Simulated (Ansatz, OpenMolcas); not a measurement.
## C5H8O2 (acetylacetone (keto form)): the atomisation enthalpy at 298 K, rung by rung

The species is C5H8O2 (15 atoms), meant as a singlet with charge 0. SMILES: `CC(=O)CC(C)=O`. The coordinates come from a PBE0-D4/def2-TZVP relaxation. This is one conformer, not always the lowest.

Each level gives the atomisation enthalpy at 298 K (kJ/mol). The values are calculated. The thermal term (zero-point and 298 K enthalpy, harmonic and unscaled) is that of HF/6-31G*; the spin-orbit lowering of the free atoms at 298 K, 0.9 kJ/mol by their spectra, is taken off.

Measured value to compare with: CRC Handbook of Chemistry and Physics; in doubt, as an older value, an estimate or one at odds with other calculations gives the atomisation enthalpy at 298 K of the gas as 6209 kJ/mol.

```csv
level,kind,program,value (kJ/mol),computed − measured,CPU time (all runs)
HF/6-31G* (spherical functions),Hartree–Fock,Ansatz,4371,-1838,8.7 s
BLYP/6-31G* (spherical functions),GGA,OpenMolcas,6154,-55,79 s
revPBE/6-31G* (spherical functions),GGA,Ansatz,6136,-73,16 s
M06-L/6-31G* (spherical functions),meta-GGA,OpenMolcas,6157,-52,1.7 min
r2SCAN/6-31G* (spherical functions),meta-GGA,OpenMolcas,6191,-18,1.8 min
M06-2X/6-31G* (spherical functions),hybrid meta-GGA,OpenMolcas,6178,-31,91 s
CCSD(T)/6-31G* (spherical functions),coupled cluster or CI,Ansatz,5650,-559,95 s
CCSD/6-31G* (spherical functions),coupled cluster or CI,Ansatz,5579,-630,61 s
```

Nearest: r2SCAN/6-31G* (spherical functions) (-18 kJ/mol); farthest: HF/6-31G* (spherical functions) (-1838 kJ/mol). Computed less measured by kind, in kJ/mol (of the ab initio rows, those in 6-31G*): Hartree–Fock -1838; GGA -73 to -55; meta-GGA -52 to -18; global hybrid -31; coupled cluster or CI -630 to -559. In a finite basis correlated wave-function methods underbind, so their errors here aren't those of the basis-set limit. Times are those of the runs behind each value, whatever else they computed, on shared processors of several kinds: orders of magnitude only.
